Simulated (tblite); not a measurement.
Question: Write Cartesian coordinates for `C=CC(=O)C1(CF)CC1` as optimised with GFN2-xTB.

Answer: 
```xyz
18
C7H9FO angstrom
C      2.989   -0.438    0.567
C      1.715   -0.096    0.714
C      0.824    0.012   -0.463
O      1.256    0.102   -1.593
C     -0.652    0.036   -0.198
C     -1.163   -0.461    1.132
F     -0.974    0.470    2.133
C     -1.402    1.191   -0.843
C     -1.539   -0.175   -1.406
H      3.667   -0.516    1.399
H      3.381   -0.658   -0.413
H      1.302    0.133    1.683
H     -2.242   -0.642    1.089
H     -0.648   -1.373    1.453
H     -2.219    1.618   -0.282
H     -0.810    1.910   -1.388
H     -2.463   -0.714   -1.265
H     -1.029   -0.392   -2.332
```

Orientation and origin are arbitrary. Atoms count from 1 in this order. Of the pairs four or more bonds apart, F7···H12 is among the closest relative to their van der Waals radii: 2.34 Å, 88 % of the sum of Bondi's values. The 3-membered ring C5–C8–C9 has internal angles of 58.5° to 61.0°. The 7 C–C bonds span 1.327 Å (C1=C2, drawn double) to 1.521 Å (C5–C8, drawn single), a spread of 0.194 Å.

Bonds between heavy atoms (Å): C1=C2 1.327, C2–C3 1.480, C3=O4 1.214, C3–C5 1.499, C5–C6 1.509, C6–F7 1.380, C5–C8 1.521, C8–C9 1.484, C5–C9 1.514.

Computed geometry: GFN2-xTB, gas phase.

Point group: C1 (no symmetry element, even within 0.4 Å). Its GFN2-xTB frequencies are all real (lowest 37 cm⁻¹). One conformer, not necessarily the lowest (C1–C2–C3–O4 -17°, C2–C3–C5–C6 -18°, C3–C5–C6–F7 78°).
